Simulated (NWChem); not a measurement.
Species: GaBrF$_{2}$; SMILES [F][Ga]([Br])[F]

This build's default masses of Se (78.918 u) and Br (79.917 u) are each other's, which moves their modes by up to 0.6 %.

Problem. Give the equilibrium geometry at PBE0/def2-SVP (NWChem) as an XYZ file, with the point group.

Solution. point group C2v; any orientation.
```
4

Ga     0.0000     0.0000     0.7425
F      0.0000    -1.4719     1.6586
F      0.0000     1.4719     1.6586
Br     0.0000     0.0000    -1.4992
```
